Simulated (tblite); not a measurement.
Q: Write a Z-matrix for `[p-]1c(C(C)C)ccc1C` as optimised with GFN2-xTB. (Charge -1.)

A: 
Z-matrix in Å and degrees, rows numbered from 1:
```
C 
C   1  1.5014
C   2  1.3807  1  124.00
C   3  1.3973  2  113.25  1  -179.70
C   4  1.3813  3  113.04  2    -0.24
C   5  1.5040  4  125.22  3   178.82
C   6  1.5312  5  111.56  4    56.49
C   6  1.5321  5  110.81  4   -66.51
P   2  1.7561  1  124.12  3  -179.85
H   1  1.0951  2  111.03  3    56.34
H   1  1.0895  2  110.44  3   176.51
H   1  1.0953  2  111.24  3   -63.37
H   3  1.0859  2  123.02  1     0.20
H   4  1.0853  3  123.22  2   179.76
H   6  1.0981  5  107.94  4   175.31
H   7  1.0925  6  111.11  5   177.71
H   7  1.0882  6  109.97  5    57.24
H   7  1.0884  6  110.25  5   -62.04
H   8  1.0928  6  111.31  5  -178.59
H   8  1.0887  6  110.08  5    60.87
H   8  1.0881  6  109.73  5   -58.06
```

P9 (phosphorus bonded to 2 C) is bent (angle 89.9°). C3 (aromatic CH carbon) is planar (angles 123.7°, 123.0° and 113.2°, sum 360.0°, 0.00 Å off the plane of its three neighbours). C5 (substituted aromatic carbon) is planar (angles 125.2°, 122.8° and 111.9°, sum 360.0°, 0.01 Å off the plane of its three neighbours). Of the pairs four or more bonds apart, C4···H18 is among the closest relative to their van der Waals radii: 2.88 Å, 99 % of the sum of Bondi's values.

Structure optimised with GFN2-xTB, isolated species.

Point group: near Cs, missed by 0.35 Å at most; the miss may be what the optimiser left on a soft mode. Its GFN2-xTB frequencies are all real (lowest 44 cm⁻¹). Torsions: C4–C5–C6–C7 56°. 2 starts were optimised and ended at 0.00 and 0.02 kcal/mol (GFN2-xTB); the lowest of these is shown.

One conformer stands for the species.

The numbers are calculated, not measured.
